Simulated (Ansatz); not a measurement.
Program: Ansatz. Geometries: PBE0-D4/def2-TZVP. ΔE: electronic, gas phase. CCSD(T)/CBS is the MP2 limit (def2-TZVPP, def2-QZVPP) plus CCSD(T) − MP2 in def2-TZVPP, frozen cores. This one scheme is used for every species. Functionals use def2-TZVPP. B3LYP here is the variant with VWN-RPA as its local correlation; programs differ in this. For Ga outer-core shells are correlated without core-valence functions, which leaves a few kJ/mol of doubt a bond. Scalar relativity is left out up to krypton. One conformer a species, not always the lowest.

Reaction (redistribution): `CCBBO` + `[SH][GaH2]` → `O[BH][GaH2]` + `CCBS`

(1) Is it downhill or uphill in electronic energy at CCSD(T)/CBS, and by how much? (Estimate.)

(2) What do these levels give: B3LYP-D4, PBE0, B3LYP, MP2/def2-TZVPP, CCSD/def2-TZVPP, SCS-MP2/def2-QZVPP? (Estimate.)

Largest T1 diagnostic among the species: 0.014.

Answers

(1) Ansatz gave: Nearly level: ΔE = +0.6 kcal/mol.

(2) Ansatz gave: B3LYP-D4 0.9, PBE0 0.5, B3LYP 0.9, MP2/def2-TZVPP -0.1, CCSD/def2-TZVPP 0.6, SCS-MP2/def2-QZVPP 0.7 kcal/mol.

In def2-TZVPP, CCSD(T) changes the Hartree–Fock value by −3.6 kcal/mol (the triples alone add −0.6 kcal/mol) and MP2 by −3.8 kcal/mol. From PBE to PBE0 (25 % exact exchange), in def2-TZVPP and without D4, ΔE moves by +0.8 kcal/mol.
